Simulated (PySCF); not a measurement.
# I- (iodine, charge -1) across methods

[Xe], closed-shell 1S. Calculation: PySCF 2.14, in aug-cc-pVTZ-DK3 (8s7p5d2f, 68 functions); scalar relativity by spin-free X2C-1e.

```tsv
method	E (hartree)	mean ε 4d (eV)	mean ε 5s (eV)	mean ε 5p (eV)	Σ⟨r²⟩ (bohr²)	⟨S²⟩
B3LYP	-7115.52	-45.069	-11.418	-0.867	79.03	0.000
TPSSh	-7115.14	-43.868	-10.711	-0.512	78.23	0.000
LDA	-7108.90	-42.532	-10.096	-0.200	79.04	0.000
r2SCANh	-7115.43	-44.721	-11.059	-0.665	77.97	0.000
PBE0	-7115.09	-45.740	-11.727	-1.073	78.19	0.000
r2SCAN	-7115.44	-43.535	-10.366	-0.285	78.15	0.000
PBE	-7115.01	-42.503	-9.863	-0.063	79.31	0.000
UHF	-7112.46567	-54.647	-16.535	-3.432	78.29	0.000
```

Q: Estimate the same row for M06-L.

A: E (hartree) = -7115.27; mean ε 4d (eV) = -43.919; mean ε 5s (eV) = -9.991; mean ε 5p (eV) = 0.018; Σ⟨r²⟩ (bohr²) = 78.87; ⟨S²⟩ = 0.000.

The highest occupied level is positive at M06-L: only the finite basis holds that electron, which in a density functional comes from self-interaction.
